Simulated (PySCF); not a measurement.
A GIAO shielding run with PySCF 2.14.0 with density-fitted response routines (density fitting, non-relativistic, gas phase) on `InChI=1S/C3H10OSSi3/c1-2-3(6)5-8-4-7/h1,3H,8H2,6-7H3/t3-/m0/s1`:

```
$ OMP_NUM_THREADS=1 python probes_run.py task.json out

{"job": {"kind": "nmr", "xc": "PBE0", "basis": "pcSseg-1"}, "charge": 0, "multiplicity": 1}
C     -1.542903     1.303625    -2.362873
C     -1.311768     0.668415    -1.372760
C     -1.052795    -0.030116    -0.151659
Si    -2.592213    -0.974202     0.491986
S     -0.544618     1.159966     1.176915
Si     1.423669     1.657877     0.507833
O      2.212043     0.299277     0.135071
Si     2.611230    -1.274812     0.185094
H     -1.741881     1.833621    -3.245684
H     -0.213186    -0.716956    -0.283557
H     -3.642335    -0.006477     0.790149
H     -2.178280    -1.714663     1.682025
H     -3.002784    -1.885346    -0.580769
H      2.052492     2.282563     1.655492
H      1.375467     2.408296    -0.734756
H      1.836972    -1.925855     1.242496
H      2.259266    -1.793979    -1.135848
H      4.042864    -1.284917     0.462560
```

Hardware: 1 thread of an Arm Neoverse V2, shared host. The job also computes population analyses, field gradients.

(1) How large is the calculation?

(2) How long does it take, and how much memory does it need?

## Answers

(1) 94 electrons, 214 basis functions and 1206 auxiliary functions.

(2) 52 s of wall time, with 15 SCF cycles and 5 response iterations; peak memory 0.89 GiB. Times on a shared host scatter by some tens of per cent.
